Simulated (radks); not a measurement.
Initial-state core-level shifts of the zinc ion Zn2+ when its valence configuration changes from [Ar] 3d10. Method: scalar-relativistic Kohn-Sham, PBEsol, spin-polarised, spherical densities, point nucleus; open shells are filled with parallel spins first; computed with a radial shooting solver on a logarithmic mesh with Libxc functionals. Shifts are changes of the shell-averaged eigenvalues in eV (positive: less bound).

| valence | 1s | 2s | 2p | 3s |
|---|---|---|---|---|
| 3d9 4p1 | -9.831 | -10.658 | -10.574 | -9.549 |
| 3d9.5 4s0.5 | -3.987 | -4.414 | -4.374 | -3.883 |
| 3d8 4s2 | -17.732 | -19.689 | -19.517 | -16.767 |
| 3d9 4s1 | -8.233 | -9.134 | -9.051 | -7.945 |
| 3d9.5 4p0.5 | -4.806 | -5.190 | -5.150 | -4.706 |
| 3d7.5 4s2 4p0.5 | -23.587 | -26.121 | -25.900 | -22.115 |
| 3d7.5 4s1.5 4p1 | -24.219 | -26.746 | -26.521 | -22.749 |
